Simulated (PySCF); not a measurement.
Computed shifts of a molecule C3H8O2Si, PBE/pcSseg-1 in PySCF, GIAO, gas phase, atoms alike by connectivity averaged where their shifts nearly agree, in ppm (number of nuclei): ¹³C: 75.0 (1), 72.5 (1), 62.2 (1). ²⁹Si: 3.2 (1). ¹H: 5.54 (1), 4.99 (1), 4.94 (1), 4.75 (1), 4.73 (1), 4.48 (1), 4.33 (1), -0.88 (1). References: ¹⁷O against H2O (σ = 334.3 ppm); ¹³C against TMS (σ = 182.0 ppm); ²⁹Si against TMS (σ = 335.4 ppm); ¹H against TMS (σ = 31.49 ppm), references at their B3LYP-D3(BJ)/def2-TZVP geometries, non-relativistic. Coordinates come from a TPSSh-D3(BJ)/def2-SVP optimisation. The geometry has at least one imaginary mode, so it is a saddle point at that level. One conformer was computed; it need not be the lowest.

Task: Which structure fits?
A. CC[Si@H](O)C=O
B. OC[SiH]1COC1
C. CO[Si@@H]1CCO1
D. OC[Si@H]1CCO1

Result: B, OC[SiH]1COC1
